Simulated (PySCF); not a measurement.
Br₃Sc, SMILES [Br][Sc+]([Br])[Br] (connectivity only; charge and spin as stated), charge +1, multiplicity 2.

Geometry: B3LYP-D3(BJ)/def2-SVP. The geometry has at least one imaginary mode, so it is a saddle point at that level. The multiplicity is an assumed one; other spin states were not compared.

Computed with CAM-B3LYP/def2-TZVP (PySCF).

```
Item                                                                 Value
------------------------------------------------  ------------------------
total energy                                           -8483.43401 hartree
point group                                                            C2v
α spin, highest occupied and lowest empty level        -15.28 and -7.29 eV
β spin, highest occupied and lowest empty level       -14.47 and -11.42 eV
dipole moment about the centre of nuclear charge                    0.26 D
mean static polarisability                          202.2 bohr³ (29.97 Å³)
polarisability, principal values                  56.7, 232.1, 317.9 bohr³
⟨S²⟩                                               0.774 (pure state 0.75)
```
